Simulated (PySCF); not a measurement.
How the method moves the HOMO and LUMO of `C=CO[SiH2]Cl`

Compound: C₂H₅ClOSi.
Atom-mapped SMILES: `[CH2:1]=[CH:2][O:3][SiH2:4][Cl:5]` (hydrogens: H6, H7 on C1; H8 on C2; H9, H10 on Si4)

Cartesian coordinates in Å at the PBE0-D3(BJ)/def2-SVP level; atoms count from 1:
```xyz
10
C2H5ClOSi angstrom
C      0.2220    2.2638    1.7487
C      0.7214    2.1242    0.5200
O      2.0057    1.8359    0.1990
Si     3.1766    1.1642    1.1735
Cl     3.8113    2.5025    2.6074
H      0.8384    2.1826    2.6477
H     -0.8374    2.4915    1.8717
H      0.1020    2.2450   -0.3747
H      2.6248   -0.0233    1.8755
H      4.3146    0.8626    0.2774
```

Basis pcSseg-2 throughout (PySCF), one geometry. One conformer (not necessarily the lowest) at the PBE0-D3(BJ)/def2-SVP geometry, without solvent, vibrations or thermal averaging.

How do the orbital energies, the gap and the dipole change with the method?

```tsv
method	kind	HOMO (eV)	LUMO (eV)	gap (eV)	μ (D)	SCF cycles
BLYP	GGA	-5.96	-0.87	5.09	1.19	16
B97-D	GGA	-6.05	-0.87	5.19	1.23	16
OPBE	GGA	-6.05	-0.84	5.21	1.20	17
KT3	GGA	-6.10	-0.95	5.15	1.21	16
PBE	GGA	-6.11	-1.00	5.10	1.19	16
KT2	GGA	-6.11	-1.02	5.09	1.21	16
BP86	GGA	-6.20	-1.07	5.14	1.21	15
LDA	LDA	-6.31	-1.26	5.05	1.24	15
B97-2	global hybrid	-7.01	-0.06	6.96	1.29	14
B3LYP	global hybrid	-7.06	-0.28	6.78	1.27	14
PBE0	global hybrid	-7.28	-0.05	7.22	1.29	14
mPW1PW91	global hybrid	-7.29	-0.05	7.25	1.29	14
BHandHLYP	global hybrid	-8.31	0.87	9.18	1.37	13
CAM-B3LYP	range-separated hybrid	-8.63	0.96	9.59	1.34	13
wB97X-D	range-separated hybrid	-9.14	1.72	10.86	1.32	14
HF	Hartree–Fock	-9.85	2.86	12.71	1.46	11
LC-wPBE	range-separated hybrid	-10.01	2.12	12.13	1.37	14
```

The HOMO spans 4.06 eV, from BLYP down to LC-wPBE, and the gap runs from 5.05 eV (LDA) to 12.71 eV (HF). Over the methods BLYP (0 %), B97-D (0 %), OPBE (0 %), KT3 (0 %), PBE (0 %), KT2 (0 %), BP86 (0 %), LDA (0 %), B97-2 (21 %), B3LYP (20 %), PBE0 (25 %), mPW1PW91 (25 %), BHandHLYP (50 %), HF (100 %), a straight line through the gap against the share of exact exchange rises by 0.77 eV for each 10 % (correlation coefficient 0.999). The dipole ranges from 1.19 D (PBE) to 1.46 D (HF). This basis has no diffuse functions.

The vertical ΔSCF ionisation energy at PBE0/def2-SVPD is 9.48 eV; −ε(HOMO) comes closest to it with wB97X-D (9.14 eV).
